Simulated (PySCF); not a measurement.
# Ionisation energy of Rb by level of theory

Rb [Kr] 5s1 [5s1/2^1, M_J = 1/2] → Rb⁺ [Kr], as a difference of total energies. All numbers are calculated (PySCF 2.14, the two-component X2C-1e Hamiltonian, in x2c-TZVPPall-2c (8s9p7d2f1g, 93 functions)). Correlated levels: [Ar] 3d10 frozen; the 6 highest virtual spinors dropped. "Screened" scales the spin-orbit matrix elements by Boettger's factors to mimic the two-electron term; Breit and QED terms are absent.

| method | ionisation energy (eV) | error (eV) |
| --- | --- | --- |
| GHF (screened spin-orbit) | 3.798 | -0.379 |
| GMP2 (screened spin-orbit) | 4.106 | -0.071 |

Reference: 4.177 eV (measured; NIST Atomic Spectra Database, ionization energies).

Errors of the correlated levels include the incompleteness of this basis and the frozen core.
